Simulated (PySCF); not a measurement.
Molecule: C3H12Si2, SMILES [SiH2](CCC)[SiH3], singlet. Atoms near the plane z = 0.0 Å, at the GFN2-xTB optimised geometry (x, y, z in Å): C2 (1.9, 0.0, 1.0), C3 (1.2, -1.0, 0.0), Si4 (-0.7, -1.0, 0.0), Si5 (-1.5, 1.1, 0.0), H9 (3.0, 0.0, 0.8), H10 (1.5, 1.0, 0.7), H11 (1.6, -2.0, 0.2), H12 (1.6, -0.8, -1.0), H16 (-3.0, 1.2, -0.3), H17 (-0.9, 2.0, -1.0).

Method: PBE/def2-SVP in PySCF. Cells within 0.4 Å of a nucleus heavier than hydrogen are left out (blank, or x). The values are rescaled to run from 0 to 1.

```
|000000000000000000000000000|
|000000000000000000000000000|
|000000000000000000000000000|
|000000000000000000000000000|
|000000000000000000000000000|
|000000011110000000000000000|
|000000135542100000000000000|
|000001399998411111100000000|
|000024899999932112110000000|
|000179999x99963234210000000|
|000299999xx9983357410000000|
|000169999x99984356521111000|
|000014899999985458953221100|
|000001499999998899984421100|
|000001269999999999974321100|
|00000126999xx999xx972111100|
|00000125999xx999xx972111000|
|000000149999999999951100000|
|000000025999999999961100000|
|000000001489984499961100000|
|000000000123332258631100000|
|000000000001111122211100000|
|000000000000000011111000000|
|000000000000000000100000000|
|000000000000000000000000000|
|000000000000000000000000000|
|000000000000000000000000000|
```
Scale: ten equal steps from 0.000 (start of '0') to 1.00 (end of '9'), in the order '0123456789'; x runs from -5.00 to 5.00, y from -5.00 (bottom) to 5.00 (top).

### Question
Which quantity is mapped?
A. an orbital amplitude
B. deformation density (molecule minus spherical neutral atoms)
C. Laplacian of the electron density
D. electrostatic potential

### Answer
D, electrostatic potential. In full: electrostatic potential (hartree/e), clipped to [-0.08, 0.12].
